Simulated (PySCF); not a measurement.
Computed Raman spectrum (relative Raman activity) of a molecule C2H8FNSi. Geometry optimised at TPSSh-D3(BJ)/def2-SVP. Other conformers were not sampled. Method: TPSSh-D3(BJ)/def2-SVP run with PySCF. Frequencies are harmonic and unscaled.

Lines under 2 % of the strongest are left out, and lines within 2 cm⁻¹ are merged.

ν (cm⁻¹): 590 (w), 690 (w), 742 (w), 849 (vw), 915 (w), 965 (w), 1044 (vw), 1120 (vw), 1216 (w), 1329 (vw), 1340 (w), 1480 (w), 1498 (w), 1638 (w), 2263 (vs), 2285 (s), 2908 (vs), 3018 (vs), 3093 (s), 3119 (m), 3446 (vs), 3533 (s) (against the strongest line: vs over 80 %, s over 45 %, m over 15 %, w over 4 %, vw less)

**Question.** Pick the molecule that these values belong to.
A. C[C@H](F)[SiH2]N
B. C[Si@H](F)CN
C. C[C@@H](N)[SiH2]F
D. NC[SiH2]CF

**Answer.** C, C[C@@H](N)[SiH2]F
